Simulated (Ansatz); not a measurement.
An input meant for GeH₂⁻ (charge -1, doublet).

```yaml
crystal:
  periodic: [false, false, false]
  atoms:
    - {symbol: Ge, position_ang: [0.004993, -0.008687, -0.748670]}
    - {symbol: H, position_ang: [1.124474, -0.018530, 0.382115]}
    - {symbol: H, position_ang: [-1.129467, 0.027217, 0.366555]}
basis:
  gaussian: {orbitals: STO-3G}
total_charge: -1
magnetization: {spin_polarized: true, initial_magnetization: 1}
hamiltonian: {xc: {name: wB97M-V}, dispersion: d2}
scf: {lower_state_search: off}
output: {forces: true}
```

```sh
$ ansatz run in.yaml --threads 4 --pin off --events-out ev --progress --plain --max-ram 3916MiB
```

(1) Predict how Ansatz answers.

Results:

(1) The input was rejected before any iteration. The program holds no damping parameters for this pairing of functional and dispersion term, so they'd have to be typed.
```
Error: YAML parse error: error: line 11 column 48: hamiltonian.dispersion: `d2` is not `none`, `rvv10`, `d3bj`, `d3bjatm`, `d4` or a map `{method: …, s8: …, a1: …, a2_bohr: …}` (numbers without units, a2 in bohr) or `{method: …, functional: …}`
 9 | total_charge: -1
10 | magnetization: {spin_polarized: true, initial_magnetization: 1}
11 | hamiltonian: {xc: {name: wB97M-V}, dispersion: d2}
12 | scf: {lower_state_search: off}
13 | output: {forces: true}
```
